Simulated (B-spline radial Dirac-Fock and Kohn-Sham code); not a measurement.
## Elastic and transport cross sections of palladium for electrons

Method: relativistic (Dirac) partial waves in the static field of the Dirac-Fock atom with Furness-McCarthy exchange, without polarisation or absorption potentials. Computed with a radial finite-basis atomic code. σ_tr1 and σ_tr2 weight the cross section with 1 − P₁ and 1 − P₂ of cos θ; "backward" is the share scattered beyond 90°.

| energy (eV) | σ (a₀²) | σ_tr1 (a₀²) | σ_tr2 (a₀²) | σ/σ_tr1 | backward (%) |
| --- | --- | --- | --- | --- | --- |
| 5100 | 3.20 | 0.213 | 0.351 | 15.0 | 2.0 |
| 5190 | ? | ? | ? | ? | ? |
| 7270 | 2.59 | 0.125 | 0.226 | 20.7 | 1.3 |
| 7340 | 2.58 | 0.124 | 0.223 | 20.9 | 1.2 |
| 8040 | 2.44 | 0.108 | 0.199 | 22.7 | 1.1 |
| 10000 | 2.13 | 0.0772 | 0.149 | 27.6 | 0.83 |
| 10200 | 2.11 | 0.0749 | 0.145 | 28.1 | 0.81 |
| 11100 | 2.00 | 0.0657 | 0.129 | 30.4 | 0.72 |
| 14200 | 1.70 | 0.0448 | 0.0914 | 38.0 | 0.52 |
| 15800 | 1.59 | 0.0378 | 0.0785 | 41.9 | 0.45 |
| 18800 | 1.41 | 0.0287 | 0.0610 | 49.1 | 0.35 |
| 20000 | 1.35 | 0.0260 | 0.0558 | 52.0 | 0.33 |
| 20200 | 1.34 | 0.0256 | 0.0549 | 52.5 | 0.32 |
| 21600 | 1.28 | 0.0230 | 0.0498 | 55.8 | 0.29 |
| 23100 | 1.23 | 0.0206 | 0.0451 | 59.4 | 0.27 |
| 23400 | 1.22 | 0.0202 | 0.0442 | 60.1 | 0.26 |
| 24900 | 1.16 | 0.0183 | 0.0403 | 63.6 | 0.24 |

Task: Fill in the row for 5.19 keV.

Result: σ = 3.16 a₀², σ_tr1 = 0.207 a₀², σ_tr2 = 0.344 a₀², σ/σ_tr1 = 15.3, backward 1.9 %. The ratio σ/σ_tr1 is roughly the number of elastic collisions that randomise the direction.
